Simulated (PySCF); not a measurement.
## Correlation energy of Br²⁺ (bromine, charge +2)

[Ar] 3d10 4s1 4p3 5s1, high-spin 6S determinant (an excited configuration). Computed with PySCF 2.14 in aug-cc-pwCVDZ-PP with ECP10MDF, with a scalar-relativistic core potential. Frozen: 3s2 3p6 3d10; 5 electrons correlated.

```json
{"level": "CCSD", "correlation energy (mhartree)": "-34.44"}
{"level": "(T)", "correlation energy (mhartree)": "-0.21"}
{"level": "CCSD(T)", "correlation energy (mhartree)": "-34.65"}
```

Diagnostics: T1 = 0.0047, D1 = 0.0143, largest double amplitude 0.036.

The outer electron is Rydberg-like, and this basis confines it to a smaller radius and binds it less than a complete one would.

Cost of the coupled-cluster step: roughly 0.4 core-seconds, for 5 correlated electrons.
